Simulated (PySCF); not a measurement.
Static response to an electric field

Species: C4H8Si.
SMILES with atom numbers: `[SiH3:1][CH2:2][C:3]1=[CH:4][CH2:5]1` (hydrogens: H6, H7, H8 on Si1; H9, H10 on C2; H11 on C4; H12, H13 on C5)

Geometry (PBE0-D3(BJ)/def2-SVP, Å), atoms numbered from 1 in this order:
```xyz
13
C4H8Si angstrom
Si    -1.892    0.113    0.524
C     -0.643   -0.103   -0.892
C      0.735    0.078   -0.422
C      1.817    0.785   -0.277
C      1.829   -0.563    0.381
H     -3.272   -0.152    0.013
H     -1.824    1.507    1.055
H     -1.589   -0.847    1.627
H     -0.892    0.618   -1.687
H     -0.783   -1.120   -1.296
H      2.375    1.700   -0.453
H      1.735   -0.644    1.478
H      2.411   -1.390   -0.059
```

Level: CAM-B3LYP/def2-SVPD (PySCF), static field, nuclei fixed, core orbitals frozen in the response. The polarisability tensor in these axes (au):

```
x   89.90  2.61  0.24
y    2.61 68.24 -2.67
z    0.24 -2.67 65.40
```

Task: What are the eigenvalues, a third of the trace, and Δα (Δα² = ½Σ(αi − αj)² over the three pairs)?

Result: Principal values 63.70, 69.63 and 90.21 au; mean 74.51 au = 11.04 Å³ = 12.29 × 10⁻⁴⁰ C²·m²/J; Δα = 24.10 au (32 % of the mean).

Task: What is the dipole moment, and where does it point?

Result: (-0.49, 0.19, -0.71) D, 0.89 D in size, pointing from the negative to the positive side. Measured along this direction, the outermost atoms are H12 at the negative end and H9 at the positive end.

Task: What would n − 1 = 2πNα be for an ideal gas of these molecules at 500 K and 1 atm, electronic part alone?

Result: N = p/kT = 1.4678 × 10¹⁹ cm⁻³, so n − 1 = 2π × N × 11.04 × 10⁻²⁴ cm³ = 1018 × 10⁻⁶ at long wavelengths, for an ideal gas.

Task: Find the Langevin capture rate constant for H3O+ (19.018 u) meeting this molecule (84.040 u), k = 2.342 × 10⁻⁹ cm³/s × √(α in Å³ / reduced mass in u).

Result: The reduced mass is 15.51 u, so k = 1.98 × 10⁻⁹ cm³/s. The formula leaves out the permanent dipole, which adds to the capture rate.

Task: Molar refractivity from α?

Result: Lorentz–Lorenz: R = (4π/3)N_A α = 2.5225 cm³/(mol·Å³) × 11.04 Å³ = 27.9 cm³/mol, in the limit of long wavelengths.

Task: Sum over states: ᾱ = Σ f/ω², ω in Eh. What share falls to these 10 lowest TDDFT singlets (eV, f)? 6.17, 0.1983; 6.41, 0.0137; 6.72, 0.0009; 7.16, 0.0061; 7.21, 0.0094; 7.34, 0.0195; 7.59, 0.0098; 7.75, 0.0393; 7.80, 0.0042; 8.01, 0.0292.

Result: They add up to 5.60 au, 7.5 % of the 74.51 au; the largest single term is 3.85 au, from the state at 6.17 eV. Terms in order: 3.85, 0.25, 0.01, 0.09, 0.13, 0.27, 0.13, 0.48, 0.05, 0.34 au. Higher excitations give the rest. The strengths listed sum to 0.330.

Isolated species at its PBE0-D3(BJ)/def2-SVP geometry (one conformer only).

The run behind these numbers computed excited states and ΔSCF ions as well. The run took 35 s wall on Arm Neoverse V2, one thread, no GPU, shared host with 96 logical CPUs at a one-minute load of 66, and the process peaked at 0.91 GiB of memory.
